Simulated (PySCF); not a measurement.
Isomers C5H7BO2:

A. `InChI=1S/C5H7BO2/c1-2-5-3-4-7-6-8-5/h2-4H,1,6H2`
B. `OB(O)C1=CCC=C1`
C. SMILES C(#C)/C(C)=C\B(O)O

Spectrum 1. ¹H NMR (500 MHz, computed): δ 7.50 (dt, J = 2.3, 1.5 Hz, 1H), 7.10 (dt, J = 6.1, 2.2 Hz, 1H), 6.56 (dq, J = 6.1, 2.0 Hz, 1H), 3.10 (q, J = 1.8 Hz, 2H), 2.82 (br s, 2H). ¹³C{¹H} NMR (computed): δ 158.7 (CH), 146.6 (C), 144.9 (CH), 138.9 (CH), 46.4 (CH2).

Spectrum 2. ¹H NMR (500 MHz, computed): δ 5.45 (q, J = 2.0 Hz, 1H), 3.60 (s, 1H), 3.58 (br s, 2H), 2.03 (d, J = 2.0 Hz, 3H). ¹³C{¹H} NMR (computed): δ 148.8 (C), 136.7 (CH), 97.4 (CH), 85.7 (C), 31.6 (CH3).

Spectrum 3. ¹H NMR (500 MHz, computed): δ 7.48 (d, J = 4.3 Hz, 1H), 7.01 (dd, J = 18.3, 1.9 Hz, 1H), 6.28 (dd, J = 11.3, 1.9 Hz, 1H), 6.06 (dd, J = 18.3, 11.3 Hz, 1H), 4.84 (d, J = 4.3 Hz, 1H), 4.29 (br, 2H). ¹³C{¹H} NMR (computed): δ 185.6 (CH), 182.5 (C), 143.5 (CH2), 139.0 (CH), 101.0 (CH).

All values are calculated (PySCF 2.14.0 with density-fitted response routines): shielding tensors at PBE0/pcSseg-1 (GIAO), structure optimised with PBE0-D3(BJ)/def2-SVP, J couplings at B3LYP/pcJ-1 (spin–dipole term left out of most H,H and C,H couplings). Rapidly exchanging positions averaged, one conformer, no solvent model, non-relativistic.

Shifts are taken against calculated references (same method and geometry level): ¹H (σ = 31.27 ppm) and ¹³C (σ = 184.41 ppm) against TMS. Multiplet labels drop J under 1 Hz and among equivalent protons, and merge close values. Unscaled 3J(H,H) run several per cent high. Couplings to H on boron are left out. Carbons bonded to boron are broad in practice. Shifts are as computed. Against solution values, carbons near 30 ppm lie about +2 ppm off and those near 130 ppm about +5 ppm. Of 1309 compounds with measured shifts, 239 miss one by over three times the rms of a fit or turn the order of signals round; such compounds aren't used in these exercises. OH and NH positions are gas-phase values without hydrogen bonding to other molecules.

**Question.** Which spectrum belongs to which compound?

**Answer.** 1–B, 2–C, 3–A.

- Spectrum 1 (B): 5 ¹³C signals; δC 158.7 is an alkene CH; δC 146.6 is a fully substituted alkene carbon.
- Spectrum 2 (C): 5 ¹³C signals; δC 148.8 is a fully substituted alkene carbon; δC 136.7 is an alkene CH.
- Spectrum 3 (A): 5 ¹³C signals; δC 185.6 is an alkene carbon bearing oxygen; δC 182.5 is a ketone carbonyl carbon.
